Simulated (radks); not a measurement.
All-electron atom: the technetium ion Tc36+ in [He] 2s2 2p3. Calculated with a radial shooting solver on a logarithmic mesh with Libxc functionals: Dirac Kohn-Sham, exchange-only PBE, spin-unpolarised, spherical densities, finite nucleus; open shells fill j = l - 1/2 first; Fermi nuclear charge, rms radius 4.4112 fm.

Radial electron density D(r) = 4 pi r^2 rho(r):

r (bohr),D(r) (e/bohr)
0.002775,5.369
0.003336,7.255
0.004042,9.830
0.004897,13.15
0.005934,17.31
0.00719,22.37
0.008711,28.25
0.01056,34.71
0.01279,41.24
0.0155,47.08
0.01878,51.24
0.02275,52.74
0.02735,51.09
0.03314,46.36
0.04015,39.89
0.04865,34.02
0.05895,31.15
0.07142,32.29
0.08654,35.91
0.1049,38.27
0.1271,35.72
0.154,27.58
0.1851,17.27
0.2242,8.063
0.2717,2.700
0.3292,0.6068
0.3989,0.08429
0.4833,0.006562

D(r) has 2 maxima, at r = 0.0226, 0.107 bohr, and minima at 0.0614 bohr, inside which lie 2.28 electrons.
